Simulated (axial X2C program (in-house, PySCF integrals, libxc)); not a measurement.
CoSi: properties at the nuclei

Computed with an axial X2C code built on PySCF integrals: two-component X2C with atomic mean-field Coulomb and Gaunt terms, Gaussian nuclei, basis Co dyall-cv3z, Si dyall-v3z with contracted cores.

R = 2.260 Å (near the PBE0 minimum at charge 0 of the determinant lowest at the starting distance; the state shown can have its own minimum elsewhere).

Input and command:
```json
{"zs": [27, 14], "q": 0, "bas": ["dyall-cv3z", "dyall-v3z"], "r0": 2.27, "levels": ["PBE0", "HF", "PBE", "r2SCAN", "B3LYP"], "nst": 3}
```
```bash
python soeom.py task.json out
```

Keys: zs atomic numbers; q charge; bas basis sets; r0 starting distance in Å; levels methods; nst determinants followed.

Determinant lowest in the PBE0 search, Ω = 7/2 (⟨Sz⟩ = 0.50, ⟨Lz⟩ = 3.00 at PBE0), spin on the atoms Co 1.27, Si -0.77:

```tsv
level	Eeff magnitude (GV/cm)	Ws magnitude Co (kHz)	A∥/gI Co (MHz)	qzz Co (a.u.)	A∥/gI Si (MHz)	qzz Si (a.u.)	μ (D)
PBE0	0.316	0.0422	584	0.35	66.4	-0.86	-2.35
HF	1.75	0.191	724	0.36	23.3	0.00	-2.32
PBE	0.155	0.0217	610	0.03	66.6	-0.76	-1.96
r2SCAN	0.351	0.0448	614	0.26	59.3	-0.83	-2.15
B3LYP	0.217	0.0287	538	0.31	63.1	-0.94	-1.95
```

Eeff is the effective electric field on the electron electric dipole moment in this Ω state and Ws the scalar–pseudoscalar constant of the nucleus named (defined with the proton number Z and per Ω); A∥ (defined per Ω) follows by multiplying with gI = μI/(I μN); qzz is the electric field gradient, eQq0 = 234.96 MHz × Q/barn × qzz; μ is positive if the Si end (last atom) is positive. The operators were transformed with the bare-nucleus X2C matrices; with these basis sets, hyperfine constants and field gradients can be off by tens of per cent, and where levels differ in sign neither size nor sign is settled.

Task: With gI(59Co) = 1.3220 (g factors from the IAEA table of nuclear moments by Stone), turn the PBE0 values of the first state into constants in MHz.

Result: A∥(59Co) = 584 × 1.3220 = 772 MHz.

Each state is one determinant with collinear spin, which with several unpaired electrons need not be a pure state. Unrestricted Hartree–Fock can overshoot spin polarisation at the nuclei. With several open shells hyperfine constants can be off by a factor of several. Where Eeff spreads by more than a factor of two the levels disagree and none is to be relied on. In the state Ω = 7/2 the atomic spins oppose each other (1.27, -0.77): a broken-symmetry determinant whose values are not spin-projected. At B3LYP, PBE, r2SCAN a later determinant lies lower. States lie within half an eV, so the first need not be the ground state. Further determinants of the search, some of them spin-mixed, are not shown. Where a field gradient or hyperfine factor spreads by more than a factor of two over the levels, a constant derived from it is not to be relied on.
